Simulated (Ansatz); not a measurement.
Cost and result for the atomization energy of `C[Se][Se]` radical (6 atoms, 5 bonds).

```xyz
6

C    -0.499   -0.419   -0.136
Se    0.777    0.892   -0.810
Se    1.902    1.480    1.021
H     0.048   -1.253    0.299
H    -1.096   -0.755   -0.985
H    -1.132    0.055    0.611
```

The species carries charge 0 and has multiplicity 2. Correlated methods include outer-core shells of Se, which these sets cover unevenly. Scalar relativity is left out up to krypton. Geometry: relaxed with PBE0-D4/def2-TZVP. Program: Ansatz. All runs use 4 threads of an Intel Xeon Platinum 8488C on a shared host. Times are those of one run each, without the atoms' runs, and a repeat can differ threefold. Electronic energies, without spin–orbit coupling; frozen cores. CCSD(T)/CBS adds CCSD(T) − MP2 in def2-TZVPP to the MP2 limit, and its time is that of the two runs behind it. T1 = 0.018; ⟨S²⟩ of the reference is 0.77. With those shells the extrapolation isn't a true limit.

CCSD(T)/CBS is a level of theory with its own doubt, some kJ/mol a heavy atom from the limit and from the frozen cores, so smaller differences don't rank the functionals.

```tsv
level	functions	wall time
LDA (SPW92)/def2-TZVPP	169	1 s
BLYP-D4/def2-TZVPP	169	1.6 s
revPBE-D4/def2-TZVPP	169	1.6 s
BHLYP-D4/def2-TZVPP	169	2.9 s
CAM-B3LYP-D4/def2-TZVPP	169	4 s
PBE-QIDH/def2-TZVPP	169	4.2 s
r2SCANh-D4/def2-TZVPP	169	4.4 s
B97M-V/def2-TZVPP	169	5.5 s
CCSD(T)/def2-SVP	93	7 s
ωB97M-V/def2-TZVPP (with forces)	169	9 s
MP2/def2-QZVPP	325	24 s
CCSD(T)/def2-TZVPP	169	81 s
CCSD(T)/CBS(def2)	–	100 s
```

(1) What atomization energy does each give, and how far from CCSD(T)/CBS? (Estimate.)

## Answers

(1) The calculation gave: 
```tsv
level	atomization (kJ/mol)	difference from CCSD(T)/CBS	per bond
LDA (SPW92)/def2-TZVPP	2159.9	313.7	62.7
BLYP-D4/def2-TZVPP	1860.6	14.4	2.9
revPBE-D4/def2-TZVPP	1858.1	11.9	2.4
BHLYP-D4/def2-TZVPP	1782.4	-63.8	-12.8
CAM-B3LYP-D4/def2-TZVPP	1835.8	-10.4	-2.1
PBE-QIDH/def2-TZVPP	1829.0	-17.2	-3.4
r2SCANh-D4/def2-TZVPP	1851.1	4.9	1.0
B97M-V/def2-TZVPP	1850.9	4.7	0.9
CCSD(T)/def2-SVP	1700.0	-146.2	-29.2
ωB97M-V/def2-TZVPP (with forces)	1830.1	-16.1	-3.2
MP2/def2-QZVPP	1836.0	-10.2	-2.0
CCSD(T)/def2-TZVPP	1789.0	-57.2	-11.4
CCSD(T)/CBS(def2)	1846.2	0.0	0.0
```

From r2SCAN to r2SCAN0 (25 % exact exchange), in def2-TZVPP and without D4, the atomization energy moves by −39.4 kJ/mol: exact exchange takes away binding that semilocal exchange gives to molecules. In def2-TZVPP, CCSD(T) changes the Hartree–Fock value by +521.1 kJ/mol (the triples alone add +38.3 kJ/mol) and MP2 by +534.8 kJ/mol; breaking electron pairs costs correlation energy, which Hartree–Fock lacks. The D4 term adds +21.5 kJ/mol with B3LYP and +11.0 kJ/mol with PBE0; it sums over pairs of atoms, weighted by their polarisabilities, and B3LYP, whose exchange is more repulsive, gets the larger term.

B3LYP here is the variant with VWN-RPA as its local correlation; programs differ in this.

For some Ge, Se and Sn compounds the MP2-based and the directly extrapolated limit differ by 10 to 25 kJ/mol.
